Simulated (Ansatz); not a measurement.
Predict a relaxed structure of `[Ag][S]c1ccc(C#Cc2ccc(C#Cc3ccccc3)cc2)cc1`, charge 0, singlet, at PBE-D4/def2-SVP (Ansatz).


Cartesian coordinates in Å:
```
Ag -1.247 -2.410 -10.293
S -3.020 -2.960 -8.855
C -2.408 -2.399 -7.280
C -2.771 -1.125 -6.785
C -2.368 -0.710 -5.515
C -1.583 -1.560 -4.689
C -1.165 -1.139 -3.399
C -0.803 -0.774 -2.277
C -0.388 -0.354 -0.987
C 0.396 -1.205 -0.160
C 0.804 -0.793 1.106
C 0.447 0.489 1.606
C 0.866 0.911 2.895
C 1.233 1.278 4.014
C 1.665 1.707 5.300
C 1.306 2.988 5.795
C 1.737 3.406 7.059
C 2.531 2.562 7.854
C 2.892 1.291 7.376
C 2.467 0.863 6.114
C -0.338 1.339 0.780
C -0.746 0.927 -0.486
C -1.227 -2.843 -5.188
C -1.635 -3.253 -6.457
H -3.381 -0.462 -7.418
H -2.655 0.282 -5.139
H 0.678 -2.199 -0.535
H 1.411 -1.460 1.735
H 0.684 3.646 5.170
H 1.450 4.402 7.429
H 2.867 2.895 8.848
H 3.514 0.625 7.995
H 2.748 -0.131 5.736
H -0.621 2.333 1.155
H -1.353 1.594 -1.115
H -0.625 -3.512 -4.555
H -1.362 -4.250 -6.833
```
The metal has 1 neighbour: S 2.35 Å. This is one stationary point.

In the def2 sets Ag takes a core potential; there is no spin–orbit coupling. Single mean-field runs in def2-SVP are fitted with def2-universal-jkfit. The restricted singlet is unstable towards broken spin symmetry in Hartree–Fock (as tested in another run); at PBE-D4/def2-SVP this wasn't settled.
